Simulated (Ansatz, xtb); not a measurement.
# Two structures of BrClGeSi

We compare X, a triplet given by its coordinates, with Y, a triplet given by its coordinates. Both are isolated molecules in the gas phase, relaxed with PBE0-D3(BJ)/def2-SVP.

X (Å):

```
atom    x (Å)    y (Å)    z (Å)
  Br  -1.0986  -1.3147  -3.0985
  Cl  -2.4111  -0.4253  -0.0719
  Ge   0.0550   2.2823  -1.5430
  Si  -1.1252   0.2653  -1.5345
```

Close contacts (Å): Br1–Si4 2.22, Cl2–Si4 2.07, Ge3–Si4 2.34.

Y (Å):

```xyz
4

Br    0.0977    0.0786   -3.9339
Cl   -2.4528    0.4230    0.9015
Ge   -2.4141   -0.0142   -1.2500
Si   -0.0848    0.4892   -1.7282
```

Close contacts (Å): Br1–Si4 2.25, Cl2–Ge3 2.20, Ge3–Si4 2.43.

Question: Which of the two would you expect CCSD(T)/def2-SVP + ΔMP2/def2-TZVPP electronic energies to favour?

Answer: Structure X; the calculation gives E(Y) − E(X) = +4.1 kcal/mol.

How the difference moves with the method:

```csv
level,geometry,E(Y) − E(X) (kcal/mol),departure from the last row (kcal/mol),"job, with rough time for the two"
PBE0-D3(BJ)/def2-SVP,PBE0-D3(BJ)/def2-SVP,+3.6,−0.4,"optimisation, 71 s"
HF/def2-SVP,PBE0-D3(BJ)/def2-SVP,+8.2,+4.1,part of the CCSD(T) run
MP2/def2-SVP,PBE0-D3(BJ)/def2-SVP,+7.1,+3.0,part of the CCSD(T) run
CCSD(T)/def2-SVP,PBE0-D3(BJ)/def2-SVP,+3.8,−0.3,single point
CCSD(T)/def2-SVP + ΔMP2/def2-TZVPP,PBE0-D3(BJ)/def2-SVP,+4.1,,"single point, 83 s"
```

None of the levels shown reverses the order. The largest departure from CCSD(T)/def2-SVP + ΔMP2/def2-TZVPP is that of HF/def2-SVP, 4.1 kcal/mol. Levels run at GFN2-xTB geometries aren't shown. The last row adds to CCSD(T) the change of the MP2 difference between the two basis sets, here +0.3 kcal/mol. The triplet state of Y needn't be its ground state.

With harmonic frequencies from PBE0-D3(BJ)/def2-SVP (ideal gas, rigid rotor, one conformer each, 298.15 K, 1 atm): the zero-point term adds −0.4 kcal/mol; ΔH is +3.9 and ΔG +3.4 kcal/mol.

Open shells are spin-unrestricted. The correlated steps freeze 28 core orbitals; the filled d shell of Br and Ge is correlated, in a basis made for valence electrons. Codes used: Ansatz 0.2.0; the last row on 1 thread of Intel(R) Xeon(R) 6975P-C (Granite Rapids) on a shared host.
